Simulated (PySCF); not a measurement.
Ionisation and electron attachment of pyrene

Molecule: pyrene, `c1cc2ccc3cccc4ccc(c1)c2c34` (C16H10). Atom numbers as in the mapped SMILES `[cH:1]1[cH:2][c:3]2[cH:4][cH:5][c:6]3[cH:7][cH:8][cH:9][c:10]4[cH:11][cH:12][c:13]([cH:14]1)[c:15]2[c:16]34`. These are map numbers, not IUPAC locants.

Level of theory: ωB97X-D3(BJ)/ma-def2-SVP single points in PySCF, grid level 2; every species was optimised with GFN2-xTB. The prefix ma- adds one diffuse s and one diffuse p function on all atoms but H. ωB97X-D3(BJ) is ωB97X-V with D3(BJ) in place of VV10. Zero-point and thermal terms (298.15 K, 1 bar) come from unscaled GFN2-xTB harmonic frequencies, with soft modes damped to free rotors in the entropy.

Frontier levels of the parent: HOMO -7.72 eV, LUMO -0.01 eV.

Oxidation to the radical cation:
```
Vertical ionisation energy (electronic)              : 7.47 eV
Adiabatic ionisation energy (with zero-point energy) : 7.32 eV
Adiabatic, electronic part                           : 7.37 eV
Vertical gap at the product's structure              : 7.30 eV
⟨S²⟩ of the product                                  : 0.821
Largest spin populations                             : C2 0.26, C9 0.26, C7 0.26, C14 0.26
Largest changes of atomic charge                     : C14 0.10, C9 0.10, C7 0.10, C2 0.10
Potential in dichloromethane                         : 5.76 V absolute (solvation -17 → -166 kJ/mol)
```

Reduction to the radical anion:
* Vertical electron affinity (electronic): 0.26 eV
* Adiabatic electron affinity (with zero-point energy): 0.50 eV
* Adiabatic, electronic part: 0.41 eV
* Vertical gap at the product's structure: 0.49 eV
* ⟨S²⟩ of the product: 0.805
* Largest spin populations: C2 0.23, C7 0.23, C14 0.23, C9 0.23
* Largest changes of atomic charge: C7 -0.10, C2 -0.10, C9 -0.10, C14 -0.10
* Potential in dichloromethane: 2.10 V absolute (solvation -17 → -169 kJ/mol)

Solvents are IEF-PCM continua (electrostatics only, gas-phase structures); absolute potentials refer to an electron at rest in vacuum.

Measured values (NIST Chemistry WebBook, evaluated or the median of agreeing entries): adiabatic ionisation energy 7.43 eV (computed 7.32, difference -0.10); adiabatic electron affinity 0.41 eV (computed 0.50, difference 0.10).

Note: ma-def2-SVP is a small basis, whose errors can reach tens of kJ/mol.

Differences come from unrounded values, so a last digit can differ from that of the printed terms.
